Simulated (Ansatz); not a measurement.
Reaction (formal exchange of groups at the Al–Si bond): `[NH2][Al]([NH2])[SiH2][SiH3]` + `COC(=N)O` → `C[O][Al]([NH2])[NH2]` + `N=C(O)[SiH2][SiH3]`

Isolated molecules relaxed with PBE0-D4/def2-TZVP in Ansatz; ΔE leaves out vibrations. CCSD(T)/CBS adds triple-zeta CCSD(T) − MP2 to the extrapolated MP2 energy (def2 sets, frozen cores). DFT in def2-TZVPP. Each species was taken in one conformer, which may not be the lowest.

```
    level  ΔE (kcal/mol)
r2SCAN-D4          -23.6
   B2PLYP          -27.6
```

Task: What does CCSD(T)/CBS give? (An estimate is asked.)

Result: Computed: -27.2 kcal/mol. The listed levels differ from it by 3.6, -0.4 kcal/mol.

Largest T1 diagnostic among the species: 0.015.
